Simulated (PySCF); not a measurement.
**A ladder of Hamiltonians for Zr³⁸⁺ (zirconium, charge +38)**

Occupied: 1s1/2. Hartree-Fock calculated with PySCF 2.14 in an uncontracted even-tempered set (16 s from 5.6 bohr⁻², ratio 2.7; 12 p from 6.7 bohr⁻², ratio 2.7), Gaussian nucleus throughout. NR is non-relativistic, sf-X2C the spin-free one-electron X2C Hamiltonian, X2C adds the bare one-electron spin-orbit term, X2C-SNSO screens it by Boettger's factors, DC is four-component Dirac-Coulomb, and the Gaunt and Breit terms are added at first order (total energies over the DC spinors, levels after relaxing the spinors in that mean field). QED terms are absent. Levels marked empty are virtual spinors of this ion.

```csv
Hamiltonian,E (hartree),E − E(DC) (hartree),CPU seconds
NR,-1575.0789,34.7783,0.12
sf-X2C,-1609.4394,0.4178,0.07
X2C,-1609.4394,0.4178,0.07
X2C-SNSO,-1609.4394,0.4178,0.07
DC,-1609.8572,0.0000,1.3
DC+Gaunt,-1609.0033,0.8539,2.3
DC+Breit,-1609.0033,0.8539,21
```

```tsv
level (eV)	NR	sf-X2C	X2C	X2C-SNSO	DC	DC+Gaunt	DC+Breit
1s1/2	-21092.9	-21543.8	-21543.8	-21543.8	-21555.1	-21532.1	-21532.1
2s1/2 (empty)	-5015.5	-5149.6	-5149.6	-5149.6	-5150.7	-5148.3	-5148.6
2p1/2 (empty)	-4941.8	-4998.0	-5072.2	-5070.2	-5069.4	-5064.3	-5065.1
2p3/2 (empty)	-4941.8	-4998.0	-4963.4	-4964.3	-4965.1	-4962.4	-4963.2
3s1/2 (empty)	-2205.5	-2252.7	-2252.7	-2252.7	-2253.0	-2252.3	-2252.4
```

```csv
interval (eV),X2C,X2C-SNSO,DC,DC+Gaunt,DC+Breit
2p3/2 − 2p1/2,108.7,106.0,104.3,101.9,101.9
```

Weight of the small component: 1s1/2 0.0214, 2s1/2 0.00506, 2p1/2 0.00503, 2p3/2 0.00492, 3s1/2 0.00223.

Koopmans' value for the highest occupied level at DC+Breit: 21532.1 eV, against an ionisation energy of 21516.5 eV (theoretical estimate listed by NIST; NIST Atomic Spectra Database, ionization energies); the former lacks relaxation, correlation, QED and recoil.

The whole ladder took 25 s of wall time on 1 thread of Intel(R) Xeon(R) 6975P-C (shared host), launched as `OMP_NUM_THREADS=1 python relrun2.py TASK.json OUT` (a driver that calls PySCF for each Hamiltonian).

Dirac-Coulomb iterations, started from the X2C spinors:

```
with_ssss True, with_gaunt False, with_breit False
light speed = 137.03599967994
init E= -1605.27390862437
cycle= 1 E= -1609.85720310409  delta_E= -4.58  |g|= 0.466  |ddm|= 0.0268
cycle= 2 E= -1609.85722391695  delta_E= -2.08e-05  |g|= 0.00116  |ddm|= 0.000147
cycle= 3 E= -1609.85722391724  delta_E= -2.99e-10  |g|= 3.23e-06  |ddm|= 1.41e-06
```
